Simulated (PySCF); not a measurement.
## Correlation energy of Pd⁺ (palladium, charge +1)

[Kr] 4d8 5s1, 5s spin antiparallel (an excited configuration). All numbers are calculated (PySCF 2.14, scalar relativity by spin-free X2C-1e, in x2c-QZVPPall). Frozen: [Ar] 3d10; 17 electrons correlated.

MP2 pair energies summed by pair of shells (mhartree):

| pair | energy | share (%) |
| --- | --- | --- |
| 4d-4d | -222.07 | 38.3 |
| 4p-4d | -185.76 | 32.0 |
| 4p-4p | -56.58 | 9.8 |
| 4d-5s | -40.51 | 7.0 |
| 4s-4d | -33.17 | 5.7 |
| 4s-4p | -28.94 | 5.0 |
| 4p-5s | -7.21 | 1.2 |
| 4s-4s | -4.77 | 0.8 |
| 4s-5s | -0.62 | 0.1 |

Total MP2 correlation energy: -579.62 mhartree.

Same-spin part -181.33 and opposite-spin part -398.30 mhartree; SCS-MP2 scales them by 1/3 and 6/5 to -538.40 mhartree.

This basis was not built for core-valence correlation, so the inner-shell part is incomplete.
